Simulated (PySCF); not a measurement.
Species: C6H11FOSi.
Atom-mapped SMILES: `[F:1][SiH2:2][CH2:3][O:4][C:5]1=[CH:6][CH2:7][CH2:8][CH2:9]1`

Geometry (GFN2-xTB, Å), atoms numbered from 1 in this order:
```xyz
20
C6H11FOSi angstrom
F      4.7416   -0.1164    0.7189
Si     3.6058    0.5292   -0.2303
C      1.9428   -0.1108    0.4347
O      0.9399    0.4359   -0.4100
C     -0.3439    0.1026   -0.1188
C     -0.8455   -0.6695    0.8382
C     -2.3449   -0.7123    0.7692
C     -2.6629   -0.1041   -0.6076
C     -1.4160    0.7048   -0.9888
H      3.7361    1.9682   -0.0690
H      3.8830    0.0268   -1.5660
H      1.8833   -1.2068    0.4168
H      1.7628    0.1996    1.4724
H     -0.3075   -1.1940    1.6067
H     -2.7785   -0.1145    1.5772
H     -2.7315   -1.7278    0.8688
H     -2.8155   -0.9045   -1.3322
H     -3.5616    0.5097   -0.5891
H     -1.1642    0.6294   -2.0464
H     -1.5284    1.7650   -0.7477
```

NICS = −σ at a ghost point: NICS(0) at the centroid of the ring atoms, NICS(1) 1 Å to either side along the normal of their mean plane, zz for the tensor component along that normal. Level: GIAO PBE0/pcSseg-1 (PySCF, non-relativistic, gas phase) on the GFN2-xTB geometry, one conformer.

Ring bond lengths (Å), with Mayer bond orders in brackets: C5–C6 1.328 (1.77), C6–C7 1.502 (1.02), C7–C8 1.538 (1.03), C8–C9 1.534 (1.03), C9–C5 1.506 (1.04).

Task: Give the NICS values of each ring in ppm.

Result: 
```json
{"ring": "C5–C6–C7–C8–C9", "type": "5-membered carbocycle; formal bonds 1 double, 4 single", "NICS(0)": "-4.0", "NICS(1), two faces": "-3.4 / -2.4", "NICS(1)zz, two faces": "-2.1 / -1.0", "rms pucker (Å)": "0.10", "centre to ring atoms, mean (Å)": "1.25"}
```

Task: What do they say, and how far can they be read as aromaticity?

Result: 
- C5–C6–C7–C8–C9: mean NICS(1)zz -1.6 ppm, near zero. C7, C8, C9 have four or more neighbours, and the NICS criterion for π rings isn't applied.

Task: Give the inner angles of the rings and the Hirshfeld charges of the ring atoms.

Result: 
- C5–C6–C7–C8–C9: C5 112.3° (+0.067 e), C6 111.1° (-0.100 e), C7 103.7° (-0.071 e), C8 105.2° (-0.064 e), C9 103.0° (-0.076 e); sum 535.3° against 540° for a flat convex ring.

Task: What are the shieldings of the ring atoms and their hydrogens in the same run (means over atoms taken as equivalent)?

Result: 
| atoms | environment | σ isotropic (ppm) | principal values of the symmetric part, first atom (ppm) |
| --- | --- | --- | --- |
| C5 | vinylic carbon bearing oxygen | 16.4 | -77.0, 54.2, 72.0 |
| C6 | alkene CH carbon | 88.7 | 11.3, 97.4, 157.4 |
| C7 | allylic carbon | 153.4 | 132.2, 155.9, 172.2 |
| C8 | ring CH2 carbon | 162.3 | 139.4, 173.7, 173.9 |
| C9 | allylic carbon | 150.2 | 121.9, 155.8, 172.8 |
| H14 | vinylic hydrogen | 27.21 | 24.1, 27.0, 30.6 |
| H15 (×2) | methylene hydrogen | 29.17 | 24.8, 27.0, 35.4 |
| H17 (×2) | methylene hydrogen | 29.82 | 24.8, 28.1, 36.5 |
| H19 (×2) | methylene hydrogen | 29.27 | 25.0, 28.6, 34.8 |
